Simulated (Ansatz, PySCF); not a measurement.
This Ansatz (a first-principles code) input computes a PBE/def2-TZVPD energy:

Ansatz 0.2 input:
```yaml
crystal:
  periodic: [false, false, false]
  atoms:
    - {symbol: Ga, position_ang: [-0.17235545, -0.10141226, 0.00281224]}
    - {symbol: F, position_ang: [-1.61889575, -0.95254242, 0.02641472]}
    - {symbol: F, position_ang: [0.63186035, 1.44430545, -0.48414334]}
    - {symbol: F, position_ang: [1.58070417, -0.14245412, 0.44804202]}
basis:
  gaussian:
    orbitals: def2-TZVPD
hamiltonian:
  xc: {name: PBE}
total_charge: 1
magnetization: {spin_polarized: true, initial_magnetization: 1}
output: {forces: true}
```

Question: Write an input for the same energy in PySCF and say what it gives.

Answer: 
```python
from pyscf import gto, scf, dft

mol = gto.M(
    atom='''
    Ga   -0.17235545   -0.10141226    0.00281224
    F    -1.61889575   -0.95254242    0.02641472
    F     0.63186035    1.44430545   -0.48414334
    F     1.58070417   -0.14245412    0.44804202
    ''',
    basis='def2-tzvpd',
    charge=1,
    spin=1,
    verbose=4,
)

mf = dft.UKS(mol, xc='pbe').density_fit(auxbasis='def2-universal-jkfit')
mf.grids.level = 3
mf.conv_tol = 1e-9
mf.max_cycle = 100
mf.max_memory = 1500
mf.kernel()
if not mf.converged:
    mf = mf.newton()
    mf.kernel(mf.make_rdm1())
for _ in range(2):
    mo, _, stable, _ = mf.stability(return_status=True)
    if stable:
        break
    mf.kernel(mf.make_rdm1(mo, mf.mo_occ))
mf.analyze()
```
It gives -2223.58444 Eh, and Ansatz -2223.58436 Eh, a difference of 0.08 mEh, from the treatment of integrals and grids.
